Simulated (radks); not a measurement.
Values are calculated unless marked as measured or tabulated.
Q: Tl I, configuration [Hg] 6p1. Level of theory: scalar-relativistic Kohn-Sham, PBE, spin-polarised, spherical densities, point nucleus; open shells are filled with parallel spins first (spin-orbit coupling, left out, can overturn this in heavy ions) (a radial shooting solver on a logarithmic mesh with Libxc functionals). Some entries of the table are withheld. Estimate them.

orbital,occ.,eigenvalue (eV),<r^2> (bohr^2)
1s up,1,-85638.73,0.0003685
1s down,1,-85638.72,0.0003685
2s down,1,-15247.53,0.005602
2s up,1,-15247.53,0.005602
2p up,3,-13111.42,0.004755
2p down,3,-13111.42,0.004755
3s up,1,-3639.427,0.03606
3s down,1,-3639.424,0.03606
3p up,3,-3024.777,0.03727
3p down,3,-3024.774,0.03727
3d up,5,-2388.795,0.03088
3d down,5,-2388.793,0.03088
4s up,1,-812.2701,0.1730
4s down,1,-812.2659,0.1730
4p up,3,-610.8457,0.1981
4p down,3,-610.8410,0.1981
4d up,5,-374.9730,0.2233
4d down,5,-374.9676,0.2233
5s up,1,-130.9540,0.8622
5s down,1,-130.9453,0.8621
4f up,7,-113.9762,0.2629
4f down,7,-113.9697,0.2629
5p up,3,-76.0500,1.147
5p down,3,-76.0419,1.146
5d up,5,(1),2.292
5d down,5,(2),2.261
6s up,1,-9.7408,7.075
6s down,1,-9.2500,6.959
6p up,1,-2.6139,17.22
6p down,0,-1.9758,16.87

A: 
(1) 5d up eigenvalue (eV): -15.4798
(2) 5d down eigenvalue (eV): -15.3884
